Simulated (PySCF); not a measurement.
Simulation results for BGeH4, ClGeH2, GeH3N

All values are calculated (PySCF 2.14.0). Calculation on a computer-drawn molecule: vertical ionisation energy to the stated ion spin, frozen-core CCSD(T) at the basis limit and cheaper methods, single-reference cases, UHF for radicals, no spin-orbit; all values are single points at the evaluated structure, the first of each entry, which is the reference or a displaced copy of it and isn't optimised; the reference structure only sets the zero of the energies above reference; triples share is (T) over the correlation energy; on germanium a core potential holds 10 electrons, which the energies leave out, and 3d is frozen in MP2 and coupled-cluster steps.

Common to all runs: multiplicity 1; ion multiplicity 2; diffuse functions no; basis and core potential on germanium cc-pVnZ-PP ECP10MDF; reference is the Hartree-Fock double-zeta minimum; best is HF at quadruple zeta + MP2 correlation extrapolated from triple and quadruple zeta + CCSD(T) minus MP2 at triple zeta; basis step is the size of the change from the same recipe one zeta lower.

(1) 
```xyz
6
formula=BGeH4 charge=1 basis=cc-pVnZ ionisation_energy_best=16.98 ionisation_energy_basis_step=0.02772 energy_above_reference_best=12.26 energy_above_reference_basis_step=0.08058 ionisation_energy_Koopmans_at_triple_zeta=16.93 ionisation_energy_EOM_CCSD_at_triple_zeta=16.93 total_energy_HF_triple_zeta=-320.0733 total_energy_CCSD(T)_triple_zeta=-320.3023 total_energy_best=-320.3274 T1_diagnostic_at_triple_zeta=0.01048 D1_diagnostic_at_triple_zeta=0.01924 ion_T1_diagnostic_at_triple_zeta=0.01471 ion_D1_diagnostic_at_triple_zeta=0.03663 ion_spin_squared_at_triple_zeta=0.7674 triples_share_at_triple_zeta=0.02547 basis_functions_triple_zeta=125
B      1.6083     1.1291    -0.0580
Ge     1.7166     0.8380    -2.2728
H      1.7296    -0.0044     0.4318
H      1.4072     2.1225     0.4734
H      3.0026     1.1802    -2.9157
H      0.5467     0.8283    -3.0842
```

Units: ionisation_energy_best, ionisation_energy_basis_step, ionisation_energy_Koopmans_at_triple_zeta, ionisation_energy_EOM_CCSD_at_triple_zeta in eV; energy_above_reference_best, energy_above_reference_basis_step in kcal/mol; total_energy_HF_triple_zeta, total_energy_CCSD(T)_triple_zeta, total_energy_best in hartree.

Reference structure:
```xyz
6
BGeH4
B      1.5879     1.0631    -0.1240
Ge     1.6869     0.9339    -2.2042
H      1.7307     0.0561     0.4899
H      1.3937     2.1374     0.3447
H      2.9794     1.0887    -2.9845
H      0.4731     0.6763    -3.0781
```

Drawn bonds:
```tsv
atom	other atom	order
1	2	1
1	3	1
1	4	1
2	5	1
2	6	1
```

Triple zeta:
```tsv
method	ionisation energy (eV)	energy above reference (kcal/mol)
HF	15.98	11.77
PBE	16.68	12.92
r2SCAN	16.74	12.77
B3LYP	16.84	12.38
wB97X	16.83	12.46
MP2	16.84	12.2
CCSD	16.85	12.21
CCSD(T)	16.89	12.22
```

(2) 
```xyz
4
formula=ClGeH2 charge=1 basis=cc-pV(n+d)Z ionisation_energy_best=18.43 ionisation_energy_basis_step=0.06764 energy_above_reference_best=2.884 energy_above_reference_basis_step=0.1741 ionisation_energy_Koopmans_at_triple_zeta=18.75 ionisation_energy_EOM_CCSD_at_triple_zeta=18.27 total_energy_HF_triple_zeta=-753.8040 total_energy_CCSD(T)_triple_zeta=-754.1294 total_energy_best=-754.1792 T1_diagnostic_at_triple_zeta=0.01305 D1_diagnostic_at_triple_zeta=0.03731 ion_T1_diagnostic_at_triple_zeta=0.03826 ion_D1_diagnostic_at_triple_zeta=0.1699 ion_spin_squared_at_triple_zeta=0.7644 triples_share_at_triple_zeta=0.03796 basis_functions_triple_zeta=106
Cl    -0.5782     3.0432    -2.8839
Ge     0.0345     2.0332    -1.2733
H      1.5366     1.5462    -1.3364
H     -0.7954     2.0292    -0.0599
```

Units: ionisation_energy_best, ionisation_energy_basis_step, ionisation_energy_Koopmans_at_triple_zeta, ionisation_energy_EOM_CCSD_at_triple_zeta in eV; energy_above_reference_best, energy_above_reference_basis_step in kcal/mol; total_energy_HF_triple_zeta, total_energy_CCSD(T)_triple_zeta, total_energy_best in hartree.

Reference structure:
```xyz
4
ClGeH2
Cl    -0.5377     3.0401    -2.9161
Ge     0.1282     2.1249    -1.2034
H      1.5297     1.5735    -1.2280
H     -0.8322     2.0701    -0.0443
```

Drawn bonds:
```tsv
atom	other atom	order
1	2	1
2	3	1
2	4	1
```

Triple zeta:
```tsv
method	ionisation energy (eV)	energy above reference (kcal/mol)
HF	17.26	2.959
PBE	17.89	2.887
r2SCAN	18.04	2.599
B3LYP	18.11	3.011
wB97X	18.27	2.526
MP2	18.45	2.959
CCSD	18.2	2.933
CCSD(T)	18.25	2.998
```

(3) 
```xyz
5
formula=GeH3N charge=0 basis=cc-pVnZ ionisation_energy_best=8.828 ionisation_energy_basis_step=0.04384 energy_above_reference_best=26.37 energy_above_reference_basis_step=0.1716 ionisation_energy_Koopmans_at_triple_zeta=8.775 ionisation_energy_EOM_CCSD_at_triple_zeta=8.78 total_energy_HF_triple_zeta=-349.5584 total_energy_CCSD(T)_triple_zeta=-349.9199 total_energy_best=-349.9644 T1_diagnostic_at_triple_zeta=0.01845 D1_diagnostic_at_triple_zeta=0.04507 ion_T1_diagnostic_at_triple_zeta=0.02939 ion_D1_diagnostic_at_triple_zeta=0.07989 ion_spin_squared_at_triple_zeta=0.8408 triples_share_at_triple_zeta=0.03903 basis_functions_triple_zeta=111 dipole_magnitude_HF_at_triple_zeta=2.381 dipole_magnitude_CCSD_unrelaxed_at_triple_zeta=2.318 dipole_magnitude_PBE_at_triple_zeta=2.454 dipole_magnitude_r2SCAN_at_triple_zeta=2.485 dipole_magnitude_B3LYP_at_triple_zeta=2.421 dipole_magnitude_wB97X_at_triple_zeta=2.449
N      0.3568    -0.4383    -1.2307
Ge     2.0446    -0.8996    -1.4174
H     -0.1549    -0.4542    -0.4598
H     -0.2932    -0.0689    -2.0903
H      2.0146    -0.4789    -3.3706
```

Units: ionisation_energy_best, ionisation_energy_basis_step, ionisation_energy_Koopmans_at_triple_zeta, ionisation_energy_EOM_CCSD_at_triple_zeta in eV; energy_above_reference_best, energy_above_reference_basis_step in kcal/mol; total_energy_HF_triple_zeta, total_energy_CCSD(T)_triple_zeta, total_energy_best in hartree; dipole_magnitude_HF_at_triple_zeta, dipole_magnitude_CCSD_unrelaxed_at_triple_zeta, dipole_magnitude_PBE_at_triple_zeta, dipole_magnitude_r2SCAN_at_triple_zeta, dipole_magnitude_B3LYP_at_triple_zeta, dipole_magnitude_wB97X_at_triple_zeta in debye.

Reference structure:
```xyz
5
GeH3N
N      0.2870    -0.4006    -1.2527
Ge     2.0396    -0.8374    -1.3842
H     -0.1958    -0.3974    -0.3740
H     -0.3141    -0.1390    -2.0110
H      2.0970    -0.6332    -2.9605
```

Drawn bonds:
```tsv
atom	other atom	order
1	2	1
1	3	1
1	4	1
2	5	1
```

Triple zeta:
```tsv
method	ionisation energy (eV)	energy above reference (kcal/mol)
HF	7.667	29.32
PBE	8.616	23.82
r2SCAN	8.602	25.89
B3LYP	8.747	25.34
wB97X	8.796	27.1
MP2	8.593	28.15
CCSD	8.675	26.75
CCSD(T)	8.695	26.35
```

(4) 
```xyz
6
formula=BGeH4 charge=1 basis=cc-pVnZ ionisation_energy_best=17.53 ionisation_energy_basis_step=0.02605 energy_above_reference_best=4.199 energy_above_reference_basis_step=0.04259 ionisation_energy_Koopmans_at_triple_zeta=17.61 ionisation_energy_EOM_CCSD_at_triple_zeta=17.49 total_energy_HF_triple_zeta=-320.0836 total_energy_CCSD(T)_triple_zeta=-320.3152 total_energy_best=-320.3402 T1_diagnostic_at_triple_zeta=0.01188 D1_diagnostic_at_triple_zeta=0.02163 ion_T1_diagnostic_at_triple_zeta=0.02225 ion_D1_diagnostic_at_triple_zeta=0.05497 ion_spin_squared_at_triple_zeta=0.7926 triples_share_at_triple_zeta=0.02634 basis_functions_triple_zeta=125
B      1.5872     1.0708    -0.1223
Ge     1.6933     0.9304    -2.2082
H      1.7369     0.0484     0.4975
H      1.3952     2.1362     0.3344
H      2.9740     1.0910    -2.9828
H      0.3463     0.6602    -3.1813
```

Units: ionisation_energy_best, ionisation_energy_basis_step, ionisation_energy_Koopmans_at_triple_zeta, ionisation_energy_EOM_CCSD_at_triple_zeta in eV; energy_above_reference_best, energy_above_reference_basis_step in kcal/mol; total_energy_HF_triple_zeta, total_energy_CCSD(T)_triple_zeta, total_energy_best in hartree.

Reference structure:
```xyz
6
BGeH4
B      1.5879     1.0631    -0.1240
Ge     1.6869     0.9339    -2.2042
H      1.7307     0.0561     0.4899
H      1.3937     2.1374     0.3447
H      2.9794     1.0887    -2.9845
H      0.4731     0.6763    -3.0781
```

Drawn bonds:
```tsv
atom	other atom	order
1	2	1
1	3	1
1	4	1
2	5	1
2	6	1
```

Triple zeta:
```tsv
method	ionisation energy (eV)	energy above reference (kcal/mol)
HF	16.63	5.318
PBE	17.14	3.326
r2SCAN	17.25	4.48
B3LYP	17.33	4.059
wB97X	17.38	4.819
MP2	17.45	4.817
CCSD	17.42	4.298
CCSD(T)	17.44	4.146
```
